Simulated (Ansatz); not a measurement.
BClBr2, SMILES ClB(Br)Br.

Geometry: PBE0-D3(BJ)/def2-SVP.

Two levels are set side by side: PBE/def2-SVPD (Ansatz, a quantum-chemistry and plane-wave program) and PBE0/def2-SVPD (Ansatz). Energy differences of separate SCF runs at the same geometry; the states with an electron removed or added have multiplicity 2 and 2. Differences are taken from unrounded values.

```csv
quantity,PBE0
vertical ionisation energy (eV),10.60
vertical electron affinity (eV),0.39
vertical singlet–triplet gap (eV),4.71
```

What does PBE give, and how far is it from PBE0? (Estimate from the structure and the level; the computed values follow.)


```
quantity                             PBE  PBE minus PBE0
---------------------------------  -----  --------------
vertical ionisation energy (eV)    10.13           -0.47
vertical electron affinity (eV)     0.30           -0.09
vertical singlet–triplet gap (eV)   4.36           -0.35
```
